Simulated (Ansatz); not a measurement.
`F[SiH2]S[SiH2]Cl` + `[CH3][Y]([OH])[OH]` → `C[SiH2]S[SiH2]Cl` + `[OH][Y]([OH])[F]`  (redistribution)

Computed with Ansatz on PBE0-D4/def2-TZVP structures; ΔE is electronic, products minus reactants. CCSD(T)/CBS adds triple-zeta CCSD(T) − MP2 to the extrapolated MP2 energy (def2 sets, frozen cores). Elements past krypton have def2 core potentials. For Y outer-core shells are correlated without core-valence functions, which leaves a few kJ/mol of doubt a bond. One conformer a species, not always the lowest.

```tsv
level	ΔE (kJ/mol)
MP2/def2-QZVPP	-119.3
CCSD/CBS(def2)	-116.5
```

What does CCSD(T)/CBS give? (Best estimate.)

Ansatz gave: -117.5 kJ/mol. The listed levels differ from it by -1.8, 1.0 kJ/mol.

Largest T1 diagnostic among the species: 0.014.

The D4 term adds −4.6 kJ/mol with B3LYP and −2.5 kJ/mol with PBE0; it sums over pairs of atoms, weighted by their polarisabilities, and B3LYP, whose exchange is more repulsive, gets the larger term. In def2-TZVPP, CCSD(T) changes the Hartree–Fock value by −3.2 kJ/mol (the triples alone add −0.9 kJ/mol) and MP2 by −6.8 kJ/mol.

B3LYP here is the variant with VWN-RPA as its local correlation; programs differ in this.
